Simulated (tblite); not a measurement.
Species: C6H7FN (doublet state).
Structure used (GFN2-xTB), in Å, numbered top down from 1:
```xyz
15
C6H7FN angstrom
N      2.9894   -0.4762   -0.6287
C      1.7642   -0.6558   -0.6949
C      0.7906   -0.5799    0.3690
C     -0.5071   -1.3692    0.2066
F     -1.0141   -1.9686    1.3213
C     -0.5259    0.0913    0.1086
C     -1.2751    1.2272    0.6881
C     -1.0605    1.1265   -0.8036
H      3.5664   -0.5655   -1.4559
H      1.1690   -0.5111    1.3903
H     -0.6519   -2.0025   -0.6613
H     -2.2626    1.0357    1.0818
H     -0.7238    1.9774    1.2356
H     -1.9028    0.8726   -1.4304
H     -0.3601    1.8062   -1.2655
```

Computed geometry: GFN2-xTB, gas phase. This method treats the open shell by occupation alone, without spin polarisation.

Take the most abundant isotopes and a rigid rotor. The values belong to one conformer with, in the numbering `[H]/[N:1]=[C:2]/[C@@H:3]1[C@@H:4]([F:5])[C:6]12[CH2:7][CH2:8]2`, N1–C2–C3–C4 -155°.

Task: What are A, B and C (MHz)?

Result: Ia = 182.70, Ib = 303.37, Ic = 434.14 u·Å²; 505379 MHz·u·Å²/I gives A = 2766, B = 1666, C = 1164 MHz.

Task: Classify the top.

Result: An asymmetric top; Ray's κ = -0.374.

Task: Is it planar, by Δ = Ic − Ia − Ib?

Result: Not planar: Δ = Ic − Ia − Ib = -51.93 u·Å². For a rigid frame Δ = −2 Σ m c², so Σ m c² = 25.96 u·Å² lies off the ab plane: 9.98 from hydrogen and 15.98 from heavier atoms. The atom farthest from that plane is 1.61 Å away.

Task: Give the other two planar moments, Paa and Pbb, and the rms extents of the mass along the axes.

Result: Paa = Σ m a² = (Ib + Ic − Ia)/2 = 277.41 and Pbb = Σ m b² = (Ia + Ic − Ib)/2 = 156.73 u·Å². With the mass M = 112.06 u, the rms extents √(P/M) along a, b and c are 1.57, 1.18, 0.48 Å.

Task: List the rotational levels J(Ka,Kc) to J = 2 (MHz).

Result: Above 0(0,0):
J = 1: 1(0,1) 2830, 1(1,1) 3930, 1(1,0) 4432
J = 2: 2(0,2) 8354, 2(1,2) 9088, 2(1,1) 10594, 2(2,1) 13895, 2(2,0) 14031
The levels of one J sum to (2J + 1)J(J + 1)(A + B + C)/3.

For this open shell read J as N, the rotation without spin; fine and hyperfine splittings come on top. Its GFN2-xTB frequencies are all real (lowest 60 cm⁻¹). Zero-point vibration and centrifugal distortion are left out.

Hardware: Arm Neoverse V2, one thread, no GPU (shared host). Cost: 0.39 s wall. These figures are those of the optimisation.
